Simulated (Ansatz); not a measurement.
Geometry optimisation, RKS PBE-D4/def2-SVP (Ansatz).

The input (input.yaml):

```yaml
crystal:
  periodic: [false, false, false]
  atoms:
    - { symbol: W, position_ang: [0.210824, -0.407075, 0.129082] }
    - { symbol: O, position_ang: [-0.108405, -0.452612, 2.023834] }
    - { symbol: H, position_ang: [-0.81081, 0.02467, 2.502019] }
    - { symbol: H, position_ang: [1.802121, -0.026055, -0.378113] }
    - { symbol: H, position_ang: [0.367351, 0.88719, -0.959732] }
    - { symbol: H, position_ang: [-0.934724, 0.808489, 0.175669] }
    - { symbol: H, position_ang: [-0.247111, -1.91938, -0.535667] }
    - { symbol: H, position_ang: [-0.990366, -0.372967, -1.053845] }
    - { symbol: "N", position_ang: [1.638043, 2.135562, 1.620565] }
    - { symbol: H, position_ang: [2.384858, 1.696619, 1.067242] }
    - { symbol: H, position_ang: [0.970443, 2.570066, 0.968783] }
    - { symbol: H, position_ang: [1.141776, 1.371892, 2.127662] }
basis:
  gaussian: { orbitals: def2-SVP }
hamiltonian:
  xc: pbe
  dispersion: d4
relax:
  f_tol: 0.03
  max_steps: 50
```

Launched with:

```bash
$ ansatz run input.yaml --threads 2 --pin off --max-ram 3072MiB --backend cpu --events-out ev --progress --plain --runs-dir out
```

Task: Where does it end, and by what steps?

Result: The run converged. After 27 steps the energy has fallen by 0.829 eV; H6 moved furthest, 0.75 Å. Joined: W1–N9 (3.28 → 2.45 Å).

```csv
step,energy less start (eV),largest force component (eV/Å),accepted
0,0.0000,0.554,yes
1,-0.0194,0.596,yes
2,-0.0280,0.534,yes
3,-0.0356,0.442,yes
4,-0.0123,0.709,no
5,-0.0483,0.104,yes
6,-0.0486,0.123,yes
7,-0.0483,0.141,no
8,-0.0520,0.088,yes
9,-0.0539,0.069,yes
10,-0.0584,0.413,yes
11,-0.0627,1.214,yes
12,-0.2130,2.276,yes
13,-0.3796,2.982,yes
14,-0.6114,1.153,yes
15,-0.6679,1.212,yes
16,-0.7166,0.370,yes
17,-0.7296,0.459,yes
18,-0.7621,0.267,yes
19,-0.7975,0.230,yes
20,-0.7918,1.205,no
21,-0.8159,0.077,yes
22,-0.8226,0.384,yes
23,-0.8247,0.241,yes
24,-0.8251,0.293,yes
25,-0.8281,0.077,yes
26,-0.8264,0.112,no
27,-0.8286,0.027,yes
```

```xyz
12
Properties=species:S:1:pos:R:3
W 0.044 -0.110 0.147
O -0.366 -0.519 1.937
H -0.149 -0.108 2.793
H 1.638 -0.531 -0.305
H 0.894 1.044 -0.800
H -0.879 1.188 -0.471
H 0.115 -1.599 -0.692
H -1.284 -0.638 -0.793
N 1.201 1.667 1.371
H 2.173 1.665 1.035
H 0.793 2.560 1.064
H 1.244 1.700 2.402
```

The run took 37 s on 2 threads of Intel(R) Xeon(R) 6975P-C (Granite Rapids) (shared host), peak memory 0.16 GiB.
